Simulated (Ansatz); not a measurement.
Geometry optimisation, Ansatz, RKS PBE/def2-SVP.

The input (input.yaml):

```yaml
crystal:
  periodic: [false, false, false]
  atoms:
    - { symbol: Ge, position_ang: [0.40777, 0.681179, -0.108451] }
    - { symbol: H, position_ang: [-1.204445, 0.752603, 2.131572] }
    - { symbol: F, position_ang: [1.630727, 0.412796, -1.348605] }
    - { symbol: Ge, position_ang: [-1.489622, 1.868574, -1.066754] }
    - { symbol: H, position_ang: [-2.380745, 0.84273, -1.805811] }
    - { symbol: H, position_ang: [-2.272526, 2.563532, 0.070601] }
    - { symbol: H, position_ang: [-0.919699, 2.907424, -2.060044] }
    - { symbol: F, position_ang: [0.030028, -0.942686, 0.434226] }
    - { symbol: O, position_ang: [1.281709, 1.526109, 1.178288] }
    - { symbol: Al, position_ang: [2.902323, 1.546103, 1.817987] }
    - { symbol: H, position_ang: [3.867192, 0.284145, 1.621031] }
    - { symbol: H, position_ang: [3.275937, 2.879789, 2.610994] }
    - { symbol: H, position_ang: [-0.662949, 1.224203, 2.206767] }
basis:
  gaussian: { orbitals: def2-SVP }
hamiltonian:
  xc: pbe
relax:
  f_tol: 0.03
  max_steps: 50
```

Run as:

```bash
$ ansatz run input.yaml --threads 4 --pin off --max-ram 5120MiB --backend cpu --events-out ev --progress --plain --runs-dir out
```

Q: Where does it end, and by what steps?

A: The forces met the threshold. The force dipped under the threshold on the way, but the program's further checks kept it going. After 39 steps the energy has fallen by 0.204 eV; H13 moved furthest, 2.06 Å.

```
step  energy less start (eV)  largest force component (eV/Å)  accepted
   0                  0.0000                           1.509       yes
   2                 -0.1382                           0.094       yes
   4                 -0.1542                           0.069       yes
   6                 -0.1567                           0.049       yes
   8                 -0.1595                           0.131       yes
  10                 -0.1643                           0.219       yes
  12                 -0.1515                           1.114        no
  14                 -0.1579                           0.996        no
  16                 -0.1757                           0.172       yes
  18                 -0.1782                           0.610        no
  20                 -0.1860                           0.170       yes
  22                 -0.1924                           0.193       yes
  24                 -0.1947                           0.071       yes
  26                 -0.1986                           0.060       yes
  28                 -0.2006                           0.068       yes
  30                 -0.2021                           0.052       yes
  32                 -0.2018                           0.094        no
  34                 -0.2036                           0.005       yes
  36                 -0.2039                           0.038       yes
  38                 -0.2041                           0.008       yes
  39                 -0.2040                           0.020       yes
```

```xyz
13
Properties=species:S:1:pos:R:3
Ge 0.539 0.856 -0.275
H -1.470 -0.069 2.765
F 1.425 -0.102 -1.450
Ge -1.304 2.071 -1.291
H -2.247 1.051 -1.967
H -2.034 2.834 -0.164
H -0.721 3.053 -2.331
F -0.029 -0.340 0.891
O 1.712 1.868 0.562
Al 3.117 1.756 1.575
H 3.692 0.330 1.986
H 3.722 3.156 2.024
H -1.936 0.084 3.358
```

Whether the end is a true minimum wasn't checked by a vibrational analysis.

Time of the run: 77 s on 4 threads of AMD EPYC 7B13 (Zen 3), with other jobs on the host, peak memory 0.28 GiB.
